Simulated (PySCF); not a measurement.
Computed shifts of a molecule C3H7BO2, PBE/pcSseg-1 (PySCF), GIAO, gas phase, equivalent atoms averaged, in ppm (number of nuclei): ¹³C: 238.3 (1), 58.3 (1), -3.3 (1). ¹H: 11.69 (1), 4.21 (3), 0.59 (3). References: ¹³C against TMS (σ = 182.0 ppm); ¹⁷O against H2O (σ = 334.3 ppm); ¹¹B against BF3 (σ = 83.9 ppm); ¹H against TMS (σ = 31.49 ppm), references at their B3LYP-D3(BJ)/def2-TZVP geometries, non-relativistic. Geometry: PBE0-D3(BJ)/def2-SVP. The values are those of a single conformer.

Which structure fits?
A. COB(C)C=O
B. C/C=C/B(O)O
C. C=COB(C)O
D. CB(C=O)CO

A, COB(C)C=O
